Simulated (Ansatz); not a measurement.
CH₃ClGeO, SMILES `[Cl][GeH]1[CH2][O]1`. Total charge 0; spin multiplicity 1.

Cartesian coordinates in Å:
```
Cl 1.179 -0.206 2.307
Ge 0.364 0.599 0.509
C -0.270 -0.567 -0.835
O -1.258 -0.096 0.098
H 0.412 2.118 0.530
H -0.401 -0.224 -1.860
H -0.025 -1.626 -0.749
```

Task: What are the harmonic wavenumbers in cm⁻¹ at PBE0-D4/def2-TZVP (Ansatz, finite differences of forces, unscaled)? (Estimate.)

Result: Computed: 163, 189, 407, 462, 632, 657, 705, 784, 1020, 1122, 1133, 1473, 2222, 3080, 3166.

Task: Is this a minimum?

Result: Yes, all 15 modes are real.

Task: Give the ideal-gas thermochemistry at 298.15 K and 1 bar (rigid rotor, harmonic oscillator; point group C1, symmetry number 1).

Result: Zero-point energy 103.0 kJ/mol; H(298) − E = 118.9 kJ/mol; entropy 313.3 J/(mol·K), of which translation 170.4, rotation 109.6, vibration 33.2; G(298) − E = 25.5 kJ/mol.
